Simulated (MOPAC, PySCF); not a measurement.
C3H3N, SMILES `N=c1cc1`, neutral singlet in the gas phase. 

Cartesian coordinates (Å):
SMILES: N=c1cc1
```xyz
7

N      1.3558    -0.6456    -0.8897
C      0.3522    -0.2243    -0.2499
C     -0.9335    -0.4940     0.3002
C     -0.4486     0.7296     0.4663
H      2.0569     0.0860    -0.9957
H     -1.7593    -1.1623     0.4886
H     -0.6234     1.7107     0.8801
```
Charge 0, multiplicity 1.

All levels are single points at this geometry (B3LYP-D3(BJ)/def2-TZVP); Pople sets use spherical d functions. Orbital energies aren't observables, and empty levels follow the basis.

HF/STO-3G in PySCF gives HOMO (eV) = -7.54.

### Question
Estimate the HOMO (eV) from each of these levels: B3LYP-D3(BJ)/def2-TZVP in PySCF; B3LYP/3-21G in PySCF; B3LYP/6-311+G** in PySCF; B3LYP/6-31G* in PySCF; BP86/6-31G* in PySCF; M06-2X/6-31G* in PySCF; SVWN5/6-31G* in PySCF; HF/6-31G* in PySCF; AM1 in MOPAC; PM3 in MOPAC; PM6 in MOPAC; PM7 in MOPAC.

### Answer

| level | HOMO (eV) |
|---|---|
| B3LYP-D3(BJ)/def2-TZVP in PySCF | -6.77 |
| B3LYP/3-21G in PySCF | -6.11 |
| B3LYP/6-311+G** in PySCF | -6.83 |
| B3LYP/6-31G* in PySCF | -6.41 |
| BP86/6-31G* in PySCF | -5.33 |
| M06-2X/6-31G* in PySCF | -8.08 |
| SVWN5/6-31G* in PySCF | -5.27 |
| HF/6-31G* in PySCF | -9.57 |
| AM1 in MOPAC | -10.04 |
| PM3 in MOPAC | -9.78 |
| PM6 in MOPAC | -10.19 |
| PM7 in MOPAC | -10.38 |
